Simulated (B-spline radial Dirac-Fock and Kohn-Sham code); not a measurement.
# Binding energies of In²⁺ at several levels of theory

System: In²⁺, 1s2 2s2 2p6 3s2 3p6 3d10 4s2 4p6 4d10 5s1.

The density-functional columns are spherical, spin-unpolarised Dirac-Kohn-Sham results without Breit or QED terms: −ε is minus the orbital energy of the initial state and ΔSCF the difference of two total energies. The reference in the last column comes from Dirac-Fock (average of configuration) total-energy differences with a finite nucleus, the Breit interaction including its frequency dependence, and self-energy and vacuum-polarisation corrections. All numbers are from a radial atomic solver, in eV; a selection of levels is shown. For the 1s level of heavy atoms much of the gap between ΔSCF and the reference is the Breit and QED part, -89.8 eV here; for other levels the error of the functional can be larger.

| level | PBE −ε | PBE ΔSCF | LDA −ε | LDA ΔSCF | Dirac-Fock |
| --- | --- | --- | --- | --- | --- |
| K (1s) | 27753.4 | 28082.3 | 27720.3 | 28048.3 | 27967.0 |
| L1 (2s) | 4169.7 | 4227.2 | 4165.8 | 4223.5 | 4272.1 |
| L2 (2p1/2) | 3889.7 | 3961.5 | 3888.4 | 3960.3 | 3966.8 |
| L3 (2p3/2) | 3678.9 | 3746.5 | 3677.9 | 3745.6 | 3758.8 |
| M1 (3s) | 805.9 | 825.7 | 804.8 | 824.7 | 856.6 |
| M2 (3p1/2) | 692.9 | 713.3 | 692.6 | 713.1 | 733.3 |
| M3 (3p3/2) | 654.8 | 674.6 | 654.6 | 674.4 | 694.8 |
| M4 (3d3/2) | 455.0 | 476.7 | 455.4 | 477.1 | 478.6 |
| M5 (3d5/2) | 447.2 | 468.6 | 447.6 | 469.1 | 471.0 |
| N2 (4p1/2) | 100.7 | 110.0 | 100.9 | 110.1 | 116.2 |
| N3 (4p3/2) | 94.09 | 103.2 | 94.14 | 103.2 | 109.6 |
| N4 (4d3/2) | 37.05 | 45.10 | 37.29 | 45.33 | 43.47 |
| N5 (4d5/2) | 36.17 | 44.16 | 36.41 | 44.39 | 42.61 |
| O1 (5s) | 23.67 | 28.32 | 24.12 | 28.74 | 26.59 |

Q: Order the estimates of the K (1s) level by their distance from the Dirac-Fock value, nearest first.
A. LDA ΔSCF
B. PBE ΔSCF
C. PBE −ε
D. LDA −ε

A: A (81.3 eV), B (115.4 eV), C (213.6 eV), D (246.6 eV).

For the outermost level NIST gives 28.04415 eV (measured); the differences from it are PBE −ε -4.38, PBE ΔSCF +0.27, LDA −ε -3.93, LDA ΔSCF +0.69, Dirac-Fock -1.45 eV.

Values without a named source are computed, but for edge energies of neutral atoms, which are taken from tables.
